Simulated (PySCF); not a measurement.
C₃H₆BFO₂, SMILES C[C@]1(F)OCB1O.

The structure is a stationary point at PBE0-D3(BJ)/def2-SVP. The structure was generated by enumeration; whether it is a known compound was not checked. Other conformers were not sampled.

Computed with PySCF with B3LYP/def2-TZVP.

Gas-phase values at a fixed geometry.

The total energy is -393.25771 hartree and the highest occupied level is -7.73 eV. The lowest empty level comes out as -0.71 eV and the orbital gap comes out as 7.02 eV. The dipole moment is 2.79 D, the quadrupole, principal values (traceless, Buckingham form, about the centre of nuclear charge) comes out as -6.14, -0.54, 6.67 D·Å and the mean static polarisability is 55.2 bohr³ (8.19 Å³). The polarisability, principal values is 47.6, 55.9, 62.3 bohr³.
